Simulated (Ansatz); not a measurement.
Species: sum formula LiNH3F, charge 0, multiplicity 1. 
Coordinates optimised at B3LYP-D3(BJ)/def2-TZVP (Ansatz, an electronic-structure program):
```xyz
6

N      0.0070    -0.0022    -1.7162
H      0.8171    -0.4835    -2.0954
H     -0.8121    -0.4625    -2.1021
H      0.0207     0.9380    -2.1004
Li    -0.0014     0.0004     0.3327
F     -0.0078     0.0024     1.9236
```

Basis-set convergence of Hartree-Fock and CCSD correlation energies (hartree) with Ansatz. Correlated levels leave the core frozen unless marked. Spin-orbit coupling is left out. No relativistic terms.

```
basis        functions       E(HF)  E(corr, CCSD)
-----------  ---------  ----------  -------------
def2-SVPD           79  -163.05680       -0.43174
def2-TZVPPD        150           ?              ?
```

**Question.** Some entries are withheld; supply them.

**Answer.** 
- def2-TZVPPD, E(HF): -163.24087
- def2-TZVPPD, E(corr, CCSD): -0.52408
